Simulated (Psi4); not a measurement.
disilane (H$_{6}$Si$_{2}$), singlet, geometry from GFN2-xTB. Base run: Psi4 with PBE/def2-SV(P).

Here is a job for Psi4.
```
memory 2 GB

molecule {
0 1
  Si    0.01521338   -0.00610543    1.15250795
  Si   -0.01521338    0.00610543   -1.15250795
  H     0.04345603    1.34492936    1.72063452
  H    -1.16031370   -0.66812016    1.72586040
  H     1.18472289   -0.70404486    1.69471504
  H    -0.01416071   -1.34506118   -1.72102192
  H    -1.19948647    0.67873842   -1.69465422
  H     1.14578197    0.69355841   -1.72553382
}

set basis def2-sv(p)

energy('pbe')
print_variables()
```

The base run was repeated with changes; each row names its change, and settings that it needs were set with it.

| change | basis functions | E (Eh) |
|---|---|---|
| base | 48 | -582.05302 |
| basis = cc-pVTZ-DK; relativity = spin-free X2C (with scf_type pk) | 152 | -583.49210 |
| basis = cc-pVTZ-DK; relativity = none (with scf_type pk) | 152 | -582.01503 |
| basis = cc-pVDZ-DK; relativity = spin-free X2C (with scf_type pk) | 66 | -583.45748 |
| basis = cc-pVDZ-DK; relativity = none (with scf_type pk) | 66 | -582.01230 |

Total energies compare only within one method and basis.

Basis sets contracted for a relativistic Hamiltonian are a mismatch without it, so the rows without relativity aren't non-relativistic limits. No row has spin-orbit coupling; sets with core potentials leave out the core electrons.
